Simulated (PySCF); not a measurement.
H2O2, charge +1, doublet, at a GFN2-xTB geometry (a state made from the parent by changing its charge; the spin is typed, not shown lowest); B3LYP/def2-SVP in PySCF.

Here is a job for PySCF.
```python
from pyscf import gto, scf, dft

mol = gto.M(
    atom='''
O    -0.59065691   -0.01900468    0.25930853
O     0.59065691    0.01900468   -0.25930853
H    -1.28947104   -0.03417302   -0.46351846
H     1.28947104    0.03417302    0.46351846
''',
    basis='def2-svp',
    charge=1,
    spin=1,
    verbose=4,
    symmetry=True,
    symmetry_subgroup='C2',
)

mf = dft.UKS(mol)
mf.xc = 'b3lyp'
mf.kernel()
mf.analyze()
```

The log (banner, timings and long lists left out):

```
PySCF version 2.14.0

[INPUT] verbose = 4
[INPUT] num. atoms = 4
[INPUT] num. electrons = 17
[INPUT] charge = 1
[INPUT] spin (= nelec alpha-beta = 2S) = 1
[INPUT] symmetry True subgroup C2
[INPUT] Mole.unit = angstrom
[INPUT] Symbol           X                Y                Z      unit          X                Y                Z       unit  Magmom
[INPUT]  1 O     -0.590656910000  -0.019004680000   0.259308530000 AA   -1.116179793482  -0.035913640285   0.490022103464 Bohr   0.0
[INPUT]  2 O      0.590656910000   0.019004680000  -0.259308530000 AA    1.116179793482   0.035913640285  -0.490022103464 Bohr   0.0
[INPUT]  3 H     -1.289471040000  -0.034173020000  -0.463518460000 AA   -2.436747111158  -0.064577648649  -0.875922943080 Bohr   0.0
[INPUT]  4 H      1.289471040000   0.034173020000   0.463518460000 AA    2.436747111158   0.064577648649   0.875922943080 Bohr   0.0

nuclear repulsion = 39.3281861519448
point group symmetry = C2h, use subgroup C2
symmetry origin: [0. 0. 0.]
symmetry axis x: [ 0.16284213 -0.0022795   0.9866495 ]
symmetry axis y: [ 0.98622459  0.02981178 -0.16270313]
symmetry axis z: [-0.0290429   0.99955293  0.00710271]
num. orbitals of irrep A = 19
num. orbitals of irrep B = 19
number of shells = 18
number of NR pGTOs = 62
number of NR cGTOs = 38
basis = def2-svp
ecp = {}

******** <class 'pyscf.dft.uks_symm.SymAdaptedUKS'> ********
method = SymAdaptedUKS
initial guess = minao
damping factor = 0
level_shift factor = 0
DIIS = <class 'pyscf.scf.diis.CDIIS'>
diis_start_cycle = 1
diis_space = 8
diis_damp = 0
SCF conv_tol = 1e-09
SCF conv_tol_grad = None
SCF max_cycles = 50
direct_scf = True
direct_scf_tol = 1e-13
number electrons alpha = 9  beta = 8
XC library pyscf.dft.libxc version 7.1.2
    S. Lehtola, C. Steigemann, M. J. T. Oliveira, and M. A. L. Marques,  SoftwareX 7, 1–5 (2018)
XC functionals = b3lyp
    P. J. Stephens, F. J. Devlin, C. F. Chabalowski, and M. J. Frisch,  J. Phys. Chem. 98, 11623 (1994)
radial grids:
    Treutler-Ahlrichs [JCP 102, 346 (1995); DOI:10.1063/1.469408] (M4) radial grids

becke partition: Becke, JCP 88, 2547 (1988); DOI:10.1063/1.454033
pruning grids: <function nwchem_prune>
grids dens level: 3
symmetrized grids: True
atomic radii adjust function: <function treutler_atomic_radii_adjust>
small_rho_cutoff = 0
Freeze 0 electrons in irreps []
    17 free electrons in irreps A B
Set gradient conv threshold to 3.16228e-05
tot grids = 47784
init E= -151.63265776238

cycle= 1 E= -151.027702935926  delta_E= 0.605  |g|= 0.222  |ddm|= 1.41
cycle= 2 E= -151.043464760426  delta_E= -0.0158  |g|= 0.0924  |ddm|= 0.205
cycle= 3 E= -151.045959234459  delta_E= -0.00249  |g|= 0.0315  |ddm|= 0.0674
cycle= 4 E= -151.046338390729  delta_E= -0.000379  |g|= 0.00592  |ddm|= 0.0256
cycle= 5 E= -151.046354608661  delta_E= -1.62e-05  |g|= 0.000998  |ddm|= 0.00525
cycle= 6 E= -151.046355336244  delta_E= -7.28e-07  |g|= 0.000252  |ddm|= 0.00122
cycle= 7 E= -151.046355415363  delta_E= -7.91e-08  |g|= 4.95e-05  |ddm|= 0.00046
cycle= 8 E= -151.046355419084  delta_E= -3.72e-09  |g|= 5.2e-06  |ddm|= 0.000118
cycle= 9 E= -151.046355419116  delta_E= -3.2e-11  |g|= 3.95e-07  |ddm|= 1.17e-05
Extra cycle  E= -151.046355419117  delta_E= -3.41e-13  |g|= 2.31e-07  |ddm|= 5.88e-07
converged SCF energy = -151.046355419117  <S^2> = 0.75313409  2S+1 = 2.0031316
**** SCF Summaries ****
Total Energy =                        -151.046355419116708
Nuclear Repulsion Energy =              39.328186151944784
One-electron Energy =                 -278.948571390959216
Two-electron Energy =                   88.574029819897731
Two-electron Coulomb Energy =          106.046765369239495
DFT Exchange-Correlation Energy =      -17.472735549341770
Wave-function symmetry = B
alpha occupancy for each irrep:      A    B
                                     5    4
beta  occupancy for each irrep:      A    B
                                     5    3
**** MO energy ****
alpha MO #1 (B #1), energy= -19.6324265461454 occ= 1
alpha MO #2 (A #1), energy= -19.6322154109044 occ= 1
alpha MO #3 (A #2), energy= -1.6004309660355 occ= 1
alpha MO #4 (B #2), energy= -1.2675764412927 occ= 1
alpha MO #5 (A #3), energy= -0.967087499920881 occ= 1
alpha MO #6 (B #3), energy= -0.907657603892456 occ= 1
alpha MO #7 (A #4), energy= -0.880437184782994 occ= 1
alpha MO #8 (A #5), energy= -0.721946623861152 occ= 1
alpha MO #9 (B #4), energy= -0.67536789034813 occ= 1
alpha MO #10 (B #5), energy= -0.272838823366093 occ= 0
alpha MO #11 (A #6), energy= -0.232916420571172 occ= 0
alpha MO #12 (B #6), energy= -0.182881731191301 occ= 0
alpha MO #13 (B #7), energy= 0.222166500748306 occ= 0
alpha MO #14 (A #7), energy= 0.249001351557316 occ= 0
alpha MO #15 (A #8), energy= 0.484796667284895 occ= 0
alpha MO #16 (B #8), energy= 0.50538953695769 occ= 0
alpha MO #17 (A #9), energy= 0.5082582316835 occ= 0
alpha MO #18 (B #9), energy= 0.595786294136773 occ= 0
alpha MO #19 (A #10), energy= 0.640506026475062 occ= 0
alpha MO #20 (B #10), energy= 0.678973000963002 occ= 0
alpha MO #21 (A #11), energy= 0.807967035189241 occ= 0
alpha MO #22 (B #11), energy= 0.847980849787093 occ= 0
alpha MO #23 (A #12), energy= 1.0488134487659 occ= 0
alpha MO #24 (B #12), energy= 1.09869274326903 occ= 0
alpha MO #25 (B #13), energy= 1.27563768153773 occ= 0
alpha MO #26 (A #13), energy= 1.35526631296692 occ= 0
alpha MO #27 (A #14), energy= 1.73759159118342 occ= 0
alpha MO #28 (B #14), energy= 1.73855354580474 occ= 0
alpha MO #29 (A #15), energy= 1.81125350402751 occ= 0
alpha MO #30 (B #15), energy= 2.18707646737388 occ= 0
alpha MO #31 (A #16), energy= 2.19739854737068 occ= 0
alpha MO #32 (B #16), energy= 2.36353705403312 occ= 0
alpha MO #33 (A #17), energy= 2.55465635362949 occ= 0
alpha MO #34 (B #17), energy= 2.79174550812312 occ= 0
alpha MO #35 (A #18), energy= 2.80987495137531 occ= 0
alpha MO #36 (B #18), energy= 3.17955449374385 occ= 0
alpha MO #37 (A #19), energy= 3.26117318105342 occ= 0
alpha MO #38 (B #19), energy= 3.5033333885887 occ= 0
beta  MO #1 (B #1), energy= -19.6167155150899 occ= 1
beta  MO #2 (A #1), energy= -19.6165640923571 occ= 1
beta  MO #3 (A #2), energy= -1.5700550740731 occ= 1
beta  MO #4 (B #2), energy= -1.23056999322304 occ= 1
beta  MO #5 (A #3), energy= -0.953127960572033 occ= 1
beta  MO #6 (B #3), energy= -0.890407442182025 occ= 1
beta  MO #7 (A #4), energy= -0.785845827652054 occ= 1
beta  MO #8 (A #5), energy= -0.70506133366645 occ= 1
beta  MO #9 (B #4), energy= -0.495395437808485 occ= 0
beta  MO #10 (B #5), energy= -0.257107801238351 occ= 0
beta  MO #11 (A #6), energy= -0.227628467367258 occ= 0
beta  MO #12 (B #6), energy= -0.171493439347251 occ= 0
beta  MO #13 (B #7), energy= 0.223597381620461 occ= 0
beta  MO #14 (A #7), energy= 0.252517943659913 occ= 0
beta  MO #15 (A #8), energy= 0.511777356001097 occ= 0
beta  MO #16 (B #8), energy= 0.514275244519795 occ= 0
beta  MO #17 (A #9), energy= 0.53596404040862 occ= 0
beta  MO #18 (B #9), energy= 0.643785763928632 occ= 0
beta  MO #19 (A #10), energy= 0.653512759026011 occ= 0
beta  MO #20 (B #10), energy= 0.686103089786955 occ= 0
beta  MO #21 (A #11), energy= 0.817475369275462 occ= 0
beta  MO #22 (B #11), energy= 0.861505537296482 occ= 0
beta  MO #23 (A #12), energy= 1.05770436715026 occ= 0
beta  MO #24 (B #12), energy= 1.10895123957927 occ= 0
beta  MO #25 (B #13), energy= 1.28339792540894 occ= 0
beta  MO #26 (A #13), energy= 1.35442398924305 occ= 0
beta  MO #27 (B #14), energy= 1.74594695706227 occ= 0
beta  MO #28 (A #14), energy= 1.74845360733952 occ= 0
beta  MO #29 (A #15), energy= 1.85010447658516 occ= 0
beta  MO #30 (B #15), energy= 2.20101783779466 occ= 0
beta  MO #31 (A #16), energy= 2.23452210147281 occ= 0
beta  MO #32 (B #16), energy= 2.40001080497768 occ= 0
beta  MO #33 (A #17), energy= 2.59590668298255 occ= 0
beta  MO #34 (A #18), energy= 2.82569754995876 occ= 0
beta  MO #35 (B #17), energy= 2.83936118942651 occ= 0
beta  MO #36 (B #18), energy= 3.21672568185619 occ= 0
beta  MO #37 (A #19), energy= 3.27123111988834 occ= 0
beta  MO #38 (B #19), energy= 3.51302419038614 occ= 0
 ** Mulliken pop alpha/beta on meta-lowdin orthogonal AOs **
 ** Mulliken pop       alpha | beta **
pop of  0 O 1s        0.99997 | 0.99997
pop of  0 O 2s        0.83681 | 0.82497
pop of  0 O 3s        0.00277 | 0.00277
pop of  0 O 2px       0.54712 | 0.54532
pop of  0 O 2py       0.99595 | 0.49860
pop of  0 O 2pz       0.82994 | 0.82883
pop of  0 O 3px       0.00660 | 0.00626
pop of  0 O 3py       0.00215 | 0.00023
pop of  0 O 3pz       0.00213 | 0.00179
pop of  0 O 3dxy      0.00040 | 0.00053
pop of  0 O 3dyz      0.00062 | 0.00052
pop of  0 O 3dz^2     0.00124 | 0.00117
pop of  0 O 3dxz      0.00222 | 0.00225
pop of  0 O 3dx2-y2    0.00092 | 0.00116
pop of  1 O 1s        0.99997 | 0.99997
pop of  1 O 2s        0.83681 | 0.82497
pop of  1 O 3s        0.00277 | 0.00277
pop of  1 O 2px       0.54712 | 0.54532
pop of  1 O 2py       0.99595 | 0.49860
pop of  1 O 2pz       0.82994 | 0.82883
pop of  1 O 3px       0.00660 | 0.00626
pop of  1 O 3py       0.00215 | 0.00023
pop of  1 O 3pz       0.00213 | 0.00179
pop of  1 O 3dxy      0.00040 | 0.00053
pop of  1 O 3dyz      0.00062 | 0.00052
pop of  1 O 3dz^2     0.00124 | 0.00117
pop of  1 O 3dxz      0.00222 | 0.00225
pop of  1 O 3dx2-y2    0.00092 | 0.00116
pop of  2 H 1s        0.25942 | 0.27354
pop of  2 H 2s        0.00995 | 0.01050
pop of  2 H 2px       0.00092 | 0.00095
pop of  2 H 2py       0.00047 | 0.00016
pop of  2 H 2pz       0.00040 | 0.00047
pop of  3 H 1s        0.25942 | 0.27354
pop of  3 H 2s        0.00995 | 0.01050
pop of  3 H 2px       0.00092 | 0.00095
pop of  3 H 2py       0.00047 | 0.00016
pop of  3 H 2pz       0.00040 | 0.00047
In total             9.00000 | 8.00000
 ** Mulliken atomic charges   ( Nelec_alpha | Nelec_beta ) **
charge of  0O =      0.05678  (     4.22885      3.71437 )
charge of  1O =      0.05678  (     4.22885      3.71437 )
charge of  2H =      0.44322  (     0.27115      0.28563 )
charge of  3H =      0.44322  (     0.27115      0.28563 )

WARN: System has nonzero charge 1; the dipole moment is origin-dependent.
Location of origin: [0. 0. 0.]

Dipole moment(X, Y, Z, Debye): -0.00000, -0.00000,  0.00000
```
